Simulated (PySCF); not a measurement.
Ligands exchanged one at a time, In F-Cl. All species are isolated molecules in the gas phase. Strings in code marks are SMILES.

Calculation: PBE-D3(BJ)/def2-TZVP // PBE0-D4/def2-TZVP in PySCF 2.14.0. Excitations are Tamm–Dancoff values on a coarser integration grid. The basis has no diffuse functions, so Rydberg states are missing or too high.

```tsv
species	S1 excitation (TDA) (eV)	LUMO (eV)	HOMO (eV)	dipole moment (D)
0 of 3 F replaced by Cl (`[F][In]([F])[F]`)	5.10	-4.36	-9.18	0.00
1 of 3 F replaced by Cl (`[F][In]([F])[Cl]`)	4.53	-4.09	-8.42	1.13
2 of 3 F replaced by Cl (`[F][In]([Cl])[Cl]`)	4.48	-3.90	-8.20	0.95
3 of 3 F replaced by Cl	4.41	-3.76	-8.02	0.00
```
